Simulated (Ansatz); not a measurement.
C2H12OSi3, SMILES [SiH3][SiH2][SiH2]OCC.

Coordinates come from a r2SCAN-D4/def2-SVP optimisation. This is a generated structure with no PubChem entry under its InChIKey; it may be hypothetical. Other conformers were not sampled.

Two levels are set side by side: PBE/def2-SVPD (Ansatz, an electronic-structure program) and CAM-B3LYP/def2-SVPD (Ansatz). Energy differences of separate SCF runs at the same geometry; the states with an electron removed or added have multiplicity 2 and 2. Differences are taken from unrounded values.

| quantity | PBE |
|---|---|
| vertical ionisation energy (eV) | 8.85 |
| vertical singlet–triplet gap (eV) | 4.81 |

### Question
These are the PBE values. What does CAM-B3LYP give? (An estimate is asked for; the answer gives what the named calculation found.)

### Answer

```
quantity                           CAM-B3LYP  PBE minus CAM-B3LYP
---------------------------------  ---------  -------------------
vertical ionisation energy (eV)         9.42                -0.57
vertical singlet–triplet gap (eV)       5.56                -0.75
```
